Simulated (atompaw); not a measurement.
## What one change does to a pseudopotential (molybdenum, PAW (atompaw))

molybdenum, PAW, made with atompaw 4.2.0.5 (LDA (PW92), scalar-relativistic). Core [Ar] 3d10, reference 4s2 4p6 4d5 5s1 5p0. Waves: 4s (bound): rc 1.40 bohr; 5s (bound): rc 1.95 bohr; 4p (bound): rc 1.85 bohr; 5p (bound, empty): rc 1.95 bohr; 4d (bound): rc 1.95 bohr; 4d channel at 3.05 Ry: rc 1.95 bohr. Local part: troulliermartins scheme with l = 3 at 0 Ry, radius 1.50 bohr. Core correction: smooth core density matched at 1.95 bohr. Augmentation charge: gaussian compensation charge, radius 1.50 bohr; PAW radius 1.95 bohr; waves and projectors: custom polynom2 7 10 vanderbiltortho.

Change: local potential vpsmatchnc scheme with l = 3 at 0 Ry, radius 1.50 bohr.

Cutoffs: the cutoffs (Ry, on a coarse ladder) from which the occupation-weighted sum of valence levels, in a spherical-Bessel basis at the reference potential, stays within 10 and 1 mRy of its value at 400 Ry; they do not see the model core or the augmentation charge, which bear on the density cutoff.

Q: What does the change do?

A: The potential gets neither clearly harder nor softer (25 Ry and 35 Ry → 25 Ry and 35 Ry); a bound ghost appears in s, which as a rule spoils a file. A state that the projectors do not describe sees the local part alone, so a deeper or shallower local part can create or remove a ghost.

| quantity | base | changed |
| --- | --- | --- |
| cutoff, loose | 25 Ry | 25 Ry |
| cutoff, tight | 35 Ry | 35 Ry |
| bound ghosts | none | s |
| s: phases at 1.96 bohr within 0.05 rad from the reference energy up to (Ry; the scan ends near 5) | to the end of the scan | to the end of the scan |
| p: phases at 1.96 bohr within 0.05 rad from the reference energy up to (Ry; the scan ends near 5) | 2.9 | 2.7 |
| d: phases at 1.96 bohr within 0.05 rad from the reference energy up to (Ry; the scan ends near 5) | to the end of the scan | to the end of the scan |
| lowest overlap eigenvalue by channel | s 0.37, p 0.84, d 0.90 | s 0.27, p 0.85, d 0.89 |

 A true bound ghost makes a file unfit for plane-wave use even where its test errors are small: the radial tests pick states by their node count and pass the ghost by. The cutoffs see the waves, projectors and local potential, not the compensation charge or the core.
